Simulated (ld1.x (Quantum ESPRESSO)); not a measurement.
# lead: one change to a TM potential, before and after

* Element: lead
* Generator: ld1.x (Quantum ESPRESSO) 7.5
* Type: norm-conserving Troullier–Martins (Kleinman–Bylander form)
* Functional: LDA (PZ)
* Relativity: scalar-relativistic
* Frozen core: [Xe] 4f14
* Valence charge: 14
* Reference configuration: 5d10 6s2 6p2
* Partial waves: 6s (bound): rc 1.50 bohr; 6p (bound): rc 2.60 bohr; 5d (bound): rc 1.35 bohr
* Local potential: the d channel
* Core correction: none

Change: all radii scaled by about 1.05 (s 1.58, p 2.74, d 1.42 bohr).

Cutoffs: the cutoffs (Ry, on a coarse ladder) from which the occupation-weighted sum of valence levels, in a spherical-Bessel basis at the reference potential, stays within 10 and 1 mRy of its value at 400 Ry; they do not see the model core or the augmentation charge, which bear on the density cutoff. Errors are all-electron minus pseudo energies relative to the spin-unpolarised reference configuration.

Q: Predict the effect on cutoff, ghosts and configuration errors.

A: The potential gets softer (90 Ry and 160 Ry → 55 Ry and 100 Ry); both files keep a bound ghost (p, s); of the 8 tests that both files solve, the error grows in 3 and shrinks in 1 by more than 15 % and 0.3 meV (median size 5.2 → 8.7 meV). A larger radius leaves more room for a smooth pseudo-wave, so fewer plane waves are needed.

| quantity | base | changed |
| --- | --- | --- |
| cutoff, loose | 90 Ry | 55 Ry |
| cutoff, tight | 160 Ry | 100 Ry |
| loose cutoff by channel (10 mRy a level) | s 35 Ry, p 6 Ry, d 45 Ry | s 30 Ry, p 6 Ry, d 45 Ry |
| bound ghosts | s, p | s, p |
| tests counted (converged, no solver errors) | 8 of 9 | 8 of 9 |
| error for 5d10 6s2 6p1, meV [ΔE 6.83 eV] | -5.0 | -4.7 |
| error for 5d10 6s2 6p0, meV [ΔE 20.59 eV] | -16 | -14 |
| error for 5d10 6s1 6p0, meV [ΔE 53.47 eV] | -1.8 | -9.5 |
| error for 5d10 6s0 6p0, meV [ΔE 96.67 eV] | +76 | +27 |
| error for 5d10 6s0 6p4, meV [ΔE 18.03 eV] | +0.4 | -13 |
| error for 5d10 6s1 6p2, meV [ΔE 16.43 eV] | -5.8 | -8.0 |
| error for 5d10 6s2 6p2 (spin-polarised), meV [ΔE -0.45 eV] | +5.4 | +4.6 |
| error for 5d10 6s2 6p1 (spin-polarised), meV [ΔE 6.69 eV] | -2.4 | -2.5 |

Base: Tests not counted: 5d9 6s2 6p3 (solver errors, printed error -1316 eV). Changed file: Tests not counted: 5d9 6s2 6p3 (pseudo-atom not self-consistent, printed error -1314 eV). A true bound ghost makes a file unfit for plane-wave use even where its test errors are small: the radial tests pick states by their node count and pass the ghost by. Where a test does run into it, the solver fails or the error is huge.
